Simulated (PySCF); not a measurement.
Estimate the missing entries of this data sheet.

C₅H₁₀N₂.
InChI=1S/C5H10N2/c1-5(2)7-4-3-6/h3-6H,1-2H3/b6-3-,7-4-

Conformer (atom-mapped SMILES and torsion angles): `[H]/[N:7]=[CH:6]\[CH:5]=[N:4]/[CH:2]([CH3:1])[CH3:3]`: C1–C2–N4–C5 -87°, N4–C5–C6–N7 176°.

| property | level | value |
| --- | --- | --- |
| point group of the GFN2-xTB geometry | GFN2-xTB | ? |
| rotational constants A, B, C of the GFN2-xTB geometry | GFN2-xTB | 6.093, 1.348, 1.234 GHz |
| dipole moment | PBE0/def2-SVPD | 1.02 D |
| HOMO energy | PBE0/def2-SVPD | -7.09 eV |
| LUMO energy | PBE0/def2-SVPD | ? |
| lowest singlet excitation | TDDFT PBE0/def2-SVPD | 3.43 eV (362 nm, f = 0.002) |
| strongest line among the 8 lowest singlet transitions | TDDFT PBE0/def2-SVPD | S3 at 6.04 eV (205 nm, f = 0.353) |
| lowest triplet excitation (Tamm–Dancoff) | TDA PBE0/def2-SVPD | 2.73 eV |
| static isotropic polarisability | PBE0/def2-SVPD | 80.0 au |
| electronic spatial extent ⟨r²⟩ about the centre of nuclear charge | PBE0/def2-SVPD | ? |
| 13C chemical shifts (computed TMS as zero) by class | GIAO PBE0/pcSseg-1 | 161.2 (1 C), 161.0 (1 C), 54.8 (1 C), 27.9 (2 C) ppm |
| 1H chemical shifts (computed TMS as zero) by class | GIAO PBE0/pcSseg-1 | 11.66 (1 H), 8.48 (1 H), 7.49 (1 H), 4.31 (1 H), 1.33 (6 H) ppm |
| isotropic shieldings of nuclei other than C and H, by class | GIAO PBE0/pcSseg-1 | -157 (1 N), -112 (1 N) ppm |

Electronic properties: PySCF, gas phase, density fitting. NMR classes are plain means over equivalent atoms (diastereotopic ones count apart unless rotation or inversion swaps them), as if these changed places fast; in this geometry the members of some classes differ.

Question: The electronic spatial extent ⟨r²⟩ about the centre of nuclear charge?

Answer: 1007 bohr².

Question: What is the LUMO energy?

Answer: -1.92 eV.

Question: Give the point group of the GFN2-xTB geometry.

Answer: C1.

No computed singlet falls in the visible range (750 to 380 nm, 1.65 to 3.26 eV); S1 lies 0.17 eV above its blue end. The dipole matches unit charges of opposite sign 0.21 Å apart (1 e·Å = 4.8032 D). With B = h/(8π²I), that is 505.379 GHz u Å² over I, the principal moments of inertia are 82.9, 374.8 and 409.7 u Å² (most abundant isotopes). The vertical singlet–triplet gap S1 − T1 is 0.70 eV (TDDFT singlet less Tamm–Dancoff triplet; S1: HOMO→LUMO, weight 0.99; T1: HOMO→LUMO, weight 0.96).

One conformer stands for the species.
